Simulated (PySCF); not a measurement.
B(F)(NH2)(NMe2) (C2H8BFN2), SMILES CN(C)B(N)F.

The structure is a stationary point at B3LYP-D3(BJ)/def2-SVP. One conformer was computed; it need not be the lowest.

Vertical ionisation energy (IE) and electron affinity (EA) in eV. Rows of orbital energies are one-electron estimates. Where ΔSCF, EOM or ADC give a negative EA the extra electron is unbound and the value depends on the basis.

| level | IE | EA |
|---|---|---|
| −ε(HOMO), −ε(LUMO), ωB97X/def2-TZVP (PySCF) | 8.79 | -2.78 |
| −ε(HOMO), −ε(LUMO), PBE/def2-TZVP (PySCF) | ___ | ___ |

Task: Fill in the missing entries. (An estimate is asked for; the answer gives what the named calculation found.)

Result: 
- −ε(HOMO), −ε(LUMO), PBE/def2-TZVP (PySCF), IE: 5.08
- −ε(HOMO), −ε(LUMO), PBE/def2-TZVP (PySCF), EA: -0.03
